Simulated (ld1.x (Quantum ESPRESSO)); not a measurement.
**Au, TM semilocal: configuration errors across variants**

- Element: Au (Z = 79)
- Generator: ld1.x (Quantum ESPRESSO) 7.5
- Type: norm-conserving Troullier–Martins (semilocal form)
- Functional: Wu–Cohen
- Relativity: scalar-relativistic
- Frozen core: [Xe] 4f14
- Valence charge: 11
- Reference configuration: 5d10 6s0.75 6p0.25
- Partial waves: 6s (bound): rc 2.25 bohr; 6p (bound): rc 3.00 bohr; 5d (bound): rc 2.10 bohr
- Local potential: the d channel
- Core correction: Bessel-smoothed model core inside 1.55 bohr

All-electron excitation energies from the reference (eV): (1) 5d10 6s1 6p0 -1.290; (2) 5d10 6s0 6p0 8.154; (3) 5d9 6s0 6p0 29.398; (4) 5d9 6s2 6p0 0.368; (5) 5d7 6s0 6p0 111.065; (6) 5d10 6s0.5 6p0 2.503; (7) 5d10 6s0 6p1 4.101.

In the semilocal form every listed channel keeps its own potential, so the choice of the local channel does not act on these tests. It acts once the file is put into the separable form.

A semilocal file is local in each channel, so a ghost entry of none says nothing of the separable form that plane-wave codes build from it.

Tests that are not counted but printed errors over 1 eV. “type PAW, which also changes the form from semilocal to separable; waves now 6s (bound): rcut 1.95, rcutus 2.25 bohr; 6s channel at 1.25 Ry: rcut 1.95, rcutus 2.25 bohr; 6p (bound): rcut 2.60, rcutus 3.00 bohr; 6p channel at 0.5 Ry: rcut 2.60, rcutus 3.00 bohr; 5d (bound): rcut 1.85, rcutus 2.10 bohr; 5d channel at 2.55 Ry: rcut 1.85, rcutus 2.10 bohr; local potential all-electron potential smoothed inside 2.80 bohr (lloc = -2); augmentation GAUSS, radius 1.55 bohr”: 5d7 6s0 6p0 (solver errors, printed error -429 eV).

2 further variants failed, have other tests or another functional or relativity, and are left out.

A true bound ghost makes a file unfit for plane-wave use even where its test errors are small: the radial tests pick states by their node count and pass the ghost by. Where a test does run into it, the solver fails or the error is huge.

Errors AE − PS in meV (a dash: test not solved or not reliable):

```csv
change,(1),(2),(3),(4),(5),(6),(7),bound ghosts
base,+0.2,-13,-27,-48,-490,-2.5,-3.0,none
"type PAW, which also changes the form from semilocal to separable; waves now 6s (bound): rcut 1.95, rcutus 2.25 bohr; 6s channel at 1.25 Ry: rcut 1.95, rcutus 2.25 bohr; 6p (bound): rcut 2.60, rcutus 3.00 bohr; 6p channel at 0.5 Ry: rcut 2.60, rcutus 3.00 bohr; 5d (bound): rcut 1.85, rcutus 2.10 bohr; 5d channel at 2.55 Ry: rcut 1.85, rcutus 2.10 bohr; local potential all-electron potential smoothed inside 2.80 bohr (lloc = -2); augmentation GAUSS, radius 1.55 bohr",+0.4,-4.9,-37,-30,–,-1.4,-1.8,s
wave 5d (bound): rc 2.10 bohr becomes 5d (bound): rc 3.02 bohr,+0.2,-9.0,-102,+8.2,-326,-1.6,-3.5,none
core correction none,+0.4,-8.4,-3.3,-35,-201,-2.0,-1.4,none
wave 6p (bound): rc 3.00 bohr becomes 6p (bound): rc 3.94 bohr,+0.4,-14,-32,-50,-507,-2.8,+0.6,none
wave 6s (bound): rc 2.25 bohr becomes 6s (bound): rc 3.20 bohr,+0.3,-8.5,-72,+30,-692,-1.5,-4.9,none
core correction Bessel-smoothed model core inside 1.70 bohr,+0.2,-13,-27,-47,-485,-2.5,-3.0,none
```

(1) Give the same row for: wave 5d (bound): rc 2.10 bohr becomes 5d (bound): rc 2.86 bohr.

Results:

(1) +0.3, -8.6, -84, -8.6, -434, -1.6, -2.9; bound ghosts: none.
